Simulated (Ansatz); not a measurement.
BH5SSi2, SMILES `SB1[SiH2][SiH2]1` at its PBE0-D4/def2-TZVP geometry, where that method's forces vanish. Total charge 0; spin multiplicity 1.

```xyz
9

S     1.3983   -0.2754   -2.0493
B     0.6953    0.2245   -0.5199
Si    0.5090   -0.7983    1.1381
Si   -1.0887    0.6536    0.1425
H     0.6602    0.4465   -2.9169
H     0.7343   -0.1250    2.4406
H     0.6585   -2.2732    1.2198
H    -1.2387    1.6844    1.1987
H    -2.3282    0.4629   -0.6536
```

**Question.** What forces (eV/Å) does r2SCAN-D4/def2-TZVPP give on these atoms in the Gaussian-basis code of Ansatz? (Estimate.)

**Answer.** The calculation gave: 
```
S1   0.050 -0.042 -0.050
B2  -0.038  0.012  0.073
Si3  0.033  0.003  0.020
Si4 -0.005  0.039 -0.002
H5  -0.016  0.018 -0.041
H6  -0.009 -0.019 -0.006
H7   0.000  0.002  0.008
H8  -0.014 -0.017 -0.006
H9  -0.001  0.004  0.004
```
